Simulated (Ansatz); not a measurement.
Relaxation of GeH$_{4}$O$_{2}$ (7 atoms, charge 0, multiplicity 1), to a largest force component of 0.03 eV/Å in at most 50 steps.

Theory: Ansatz, RKS PBE/def2-SVP.

```xyz
7
Properties=species:S:1:pos:R:3:forces:R:3
Ge 0.160 0.010 0.058 0.40 -0.04 -0.17
O 0.685 -0.107 1.749 -0.47 0.08 1.22
H -0.015 0.045 2.413 0.00 0.01 0.01
H 1.630 -0.269 -0.288 0.10 -0.01 -1.01
H -0.541 1.322 -0.356 -0.01 0.01 -0.02
O -1.044 -1.246 -0.386 0.00 0.00 0.00
H -0.693 -2.126 -0.153 -0.02 -0.05 -0.02
```

**Question.** Where does it end, and by what steps?

**Answer.** The forces met the threshold. After 5 steps the energy has fallen by 0.224 eV; H4 moved furthest, 0.28 Å.

```
step  energy less start (eV)  largest force component (eV/Å)  accepted
   0                  0.0000                           1.217       yes
   1                 -0.1936                           0.257       yes
   2                 -0.2184                           0.158       yes
   3                 -0.1977                           0.802        no
   4                 -0.2238                           0.033       yes
   5                 -0.2240                           0.015       yes
```

```xyz
7
Properties=species:S:1:pos:R:3
Ge 0.230 -0.017 0.114
O 0.631 -0.103 1.866
H -0.149 0.118 2.409
H 1.595 -0.287 -0.564
H -0.463 1.315 -0.264
O -1.006 -1.248 -0.329
H -0.657 -2.149 -0.195
```

Time of the run: 13 s on 1 thread of Arm Neoverse V2, with other jobs on the host, peak memory 0.14 GiB.
